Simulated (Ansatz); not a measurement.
C3H7BO can be A, `B/C=C(\C)O`, or B, `CC1CB1O`.

Calculated with Ansatz (gas phase, PBE0-D4/def2-TZVP geometries, no zero-point term in ΔE). CCSD(T)/CBS is the MP2 limit (def2-TZVPP, def2-QZVPP) plus CCSD(T) − MP2 in def2-TZVPP, frozen cores. Functionals use def2-TZVPP. B3LYP here is the variant with VWN-RPA as its local correlation; programs differ in this. One conformer a species, not always the lowest.

Q: Which isomer does CCSD(T)/CBS put lower? Give the gap. (Estimate.)

A: Computed: B, by 90.8 kJ/mol.

Q: Give E(B) − E(A) in kJ/mol with CCSD/def2-TZVPP, B2PLYP, CCSD(T)/def2-TZVPP, MP2/def2-TZVPP, ωB97M-V, B3LYP-D4, PBE0-D4. (Best estimate.)

A: Ansatz gave: CCSD/def2-TZVPP -93.0, B2PLYP -84.6, CCSD(T)/def2-TZVPP -89.5, MP2/def2-TZVPP -98.5, ωB97M-V -94.2, B3LYP-D4 -78.2, PBE0-D4 -95.7. None reverses the order clearly.

Largest T1 diagnostic: 0.013.

In def2-TZVPP, CCSD(T) changes the Hartree–Fock value by −15.6 kJ/mol (the triples alone add +3.4 kJ/mol) and MP2 by −24.6 kJ/mol. From PBE to PBE0 (25 % exact exchange), in def2-TZVPP and without D4, E(B) − E(A) moves by −8.2 kJ/mol.
